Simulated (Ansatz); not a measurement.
C$_{6}$H$_{5}$O (SMILES Oc1cc[c]cc1), doublet (typed; the unrestricted solution is spin-contaminated), geometry from GFN2-xTB; HF/3-21G run with Ansatz (a first-principles code).

The Ansatz input:
Ansatz 0.2 input:
```yaml
crystal:
  periodic: [false, false, false]
  atoms:
    - {symbol: O, position_ang: [2.13249597, -0.62952145, -0.16985326]}
    - {symbol: C, position_ang: [0.83160489, -0.23265289, -0.06594412]}
    - {symbol: C, position_ang: [-0.14658244, -1.22184354, -0.01721182]}
    - {symbol: C, position_ang: [-1.48548931, -0.86407173, 0.08857630]}
    - {symbol: C, position_ang: [-1.78082452, 0.46705683, 0.14050345]}
    - {symbol: C, position_ang: [-0.86119736, 1.47150961, 0.09638923]}
    - {symbol: C, position_ang: [0.48008417, 1.11093511, -0.00963603]}
    - {symbol: H, position_ang: [2.70905159, 0.14346081, -0.19423964]}
    - {symbol: H, position_ang: [0.15161665, -2.25760011, -0.06260338]}
    - {symbol: H, position_ang: [-2.24983605, -1.62469880, 0.12693654]}
    - {symbol: H, position_ang: [-1.14130850, 2.51284258, 0.14058933]}
    - {symbol: H, position_ang: [1.24493594, 1.87656677, -0.04791881]}
basis:
  gaussian:
    orbitals: 3-21G.json
hamiltonian:
  xc: hf
magnetization: {spin_polarized: true, initial_magnetization: 1}
```
The basis file holds 3-21G in the JSON format of the Basis Set Exchange.

What the program printed (banner, timings and long lists left out):

```
Functional definition: HF
964 factors; integrals over basis functions are off by at most 8.9e-4 eV
mean field evaluation 1: about -8247.2991 eV, gradient 2.2e1 eV
mean field evaluation 2: about -8247.4649 eV, gradient 2.2e1 eV
mean field evaluation 4: about -8250.6390 eV, gradient 3.5e0 eV
mean field evaluation 8: about -8250.7701 eV, gradient 6.6e-1 eV
mean field evaluation 16: about -8251.0184 eV, gradient 1.1e-3 eV
mean field -8251.01835086 eV, -303.2193316529 hartree, gradient 1.7e-5 eV, S^2 1.338931; 0 other end points of the search recorded, 0 dependent functions left out
reference -8251.01835086 eV, -303.2193316529 hartree; 25, 24 occupied and 48, 49 virtual orbitals, 964 factors
Total energy: -8251.01835086 eV, -303.2193316529 hartree
```
